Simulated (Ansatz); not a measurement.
Gas-phase electronic energies from Ansatz, PBE0-D4/def2-TZVP geometries. CCSD(T)/CBS is the MP2 limit (def2-TZVPP, def2-QZVPP) plus CCSD(T) − MP2 in def2-TZVPP, frozen cores. Functionals use def2-TZVPP. B3LYP here is the variant with VWN-RPA as its local correlation; programs differ in this. For Ge outer-core shells are correlated without core-valence functions, which leaves a few kJ/mol of doubt a bond. Scalar relativity is left out up to krypton. One conformer a species, not always the lowest.

`[CH3][Al]([OH])[SiH2]O` + `[SH][GeH3]` → `O[SiH2][GeH2][SH]` + `[CH3][AlH][OH]`  (formal exchange of groups at the Si–Al bond)

`[CH3][Al]([OH])[SiH2]O`:

Z-matrix (Å, degrees):
```
C
Al 1 1.946
H 1 1.094 2 110.7
H 1 1.093 2 112.9 3 121.4
H 1 1.095 2 110.4 3 -118.0
O 2 1.705 1 116.3 3 52.8
Si 2 2.475 1 126.9 3 -127.7
H 6 0.956 2 122.4 1 -176.0
O 7 1.667 2 112.6 1 -171.5
H 7 1.491 2 111.5 1 71.5
H 7 1.499 2 111.8 1 -46.9
H 9 0.958 7 116.6 2 67.9
```

`[SH][GeH3]`:

Cartesian coordinates in Å:
```
S -0.582 -1.596 -0.282
Ge 0.361 0.350 0.238
H -1.535 -1.050 -1.055
H -0.645 1.256 0.965
H 0.874 1.053 -1.029
H 1.527 -0.014 1.163
```

`O[SiH2][GeH2][SH]`:

```xyz
10

O     0.220   -1.543    1.431
Si   -0.484   -0.099    1.065
Ge    0.759    0.823   -0.744
S     0.409   -0.379   -2.594
H    -0.234   -2.126    2.042
H    -0.482    0.829    2.233
H    -1.903   -0.272    0.638
H     2.278    0.744   -0.531
H     0.366    2.292   -0.999
H    -0.928   -0.269   -2.540
```

`[CH3][AlH][OH]`:

Z-matrix (Å, degrees):
```
C
Al 1 1.941
H 1 1.092 2 111.9
H 1 1.095 2 111.0 3 120.7
H 1 1.095 2 111.2 3 -121.1
O 2 1.701 1 117.6 3 -3.3
H 2 1.589 1 124.2 3 176.8
H 6 0.956 2 122.5 1 -179.8
```

```tsv
level	ΔE (kcal/mol)
PBE0-D4	-4.3
ωB97X-V	-4.9
B2PLYP	-5.2
PBE	-3.3
B3LYP	-4.6
CCSD/def2-TZVPP	-5.0
SCS-MP2/def2-QZVPP	-5.8
CCSD/CBS(def2)	-5.4
```

Task: What does CCSD(T)/CBS give? (Estimate.)

Result: Computed: -5.3 kcal/mol. The listed levels differ from it by 1.0, 0.4, 0.1, 2.0, 0.7, 0.3, -0.5, -0.1 kcal/mol.

Largest T1 diagnostic among the species: 0.012.

The D4 term adds −0.9 kcal/mol with B3LYP and −0.4 kcal/mol with PBE0; it sums over pairs of atoms, weighted by their polarisabilities, and B3LYP, whose exchange is more repulsive, gets the larger term.
